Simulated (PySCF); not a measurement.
**Ag: excitation energy**

Ag [Kr] 4d10 5s1 (2S) → Ag [Kr] 4d9 5s2 (2D), as a difference of total energies. Computed with PySCF 2.14 in def2-QZVPPD with the def2 core potential (28 electrons) (7s5p4d4f2g, 88 functions), with scalar relativity through the core potential. Correlated levels: valence: 4s2 4p6 frozen. The calculations carry no spin-orbit coupling.

```
           method  excitation energy (cm⁻¹)
              UHF                     29759
    MP2 (valence)                     34678
SCS-MP2 (valence)                     33095
   CCSD (valence)                     32210
CCSD(T) (valence)                     32422
```

Errors of the correlated levels include the incompleteness of this basis and the frozen core.

For comparison: 32031 cm⁻¹ (measured; NIST levels, between the centres of gravity of the two terms).
